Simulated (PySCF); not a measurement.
PySCF job for C2H7NOSi2, SMILES O1[SiH2]CN=C1[SiH3], PBE/pcSseg-1. Coordinates come from a PBE0-D3(BJ)/def2-SVP optimisation. This is a generated structure with no PubChem entry under its InChIKey; it may be hypothetical. Other conformers were not sampled.

```python
import numpy as np
from pyscf import gto, scf, dft
from pyscf.prop.nmr import rks as nmr

mol = gto.M(
    atom='''
    Si   -0.12917085   -2.41050011    0.00000000
    C     0.13417565   -0.53283095    0.00000000
    N     1.29070522   -0.00091719    0.00000000
    C     1.26399198    1.46254955   -0.00000000
    Si   -0.59037643    1.88183796   -0.00000000
    O    -1.00833346    0.21651919   -0.00000000
    H    -0.91220192   -2.78455926    1.21428302
    H    -0.91220191   -2.78455927   -1.21428303
    H     1.19322956   -3.09167016    0.00000000
    H     1.81048141    1.84088545   -0.87980384
    H     1.81048140    1.84088545    0.87980385
    H    -1.13670065    2.53812156    1.21986134
    H    -1.13670064    2.53812156   -1.21986134
    ''',
    basis='pcSseg-1',
    charge=0,
    spin=0,
    max_memory=1600,
    verbose=3,
)
mf = dft.RKS(mol, xc='pbe')
mf.grids.level = 3
mf.conv_tol = 1e-10
mf.max_cycle = 100
mf.kernel()
n = nmr.NMR(mf)
n.verbose = 2
n.max_cycle_cphf = 60
sigma = n.kernel()
print('atom   isotropic/ppm   span/ppm')
for i, s in enumerate(sigma):
    w = np.linalg.eigvalsh((s + s.T) / 2)
    print(f'{mol.atom_symbol(i):2s}{i + 1:3d} {w.mean():14.3f} {w[2] - w[0]:11.3f}')
```

Log of the run:

```
converged SCF energy = -788.809762575789
atom   isotropic/ppm   span/ppm
Si  1        416.099      61.033
C   2          8.436     137.928
N   3        -35.522     420.620
C   4        137.294      78.957
Si  5        337.390      86.664
O   6        124.232     194.333
H   7         26.920       7.495
H   8         26.920       7.495
H   9         26.996       8.235
H  10         27.722       9.587
H  11         27.722       9.587
H  12         26.203       8.615
H  13         26.203       8.615
```

The calculation finished and met its thresholds.

Cost: about 28 core-seconds (a rough figure).
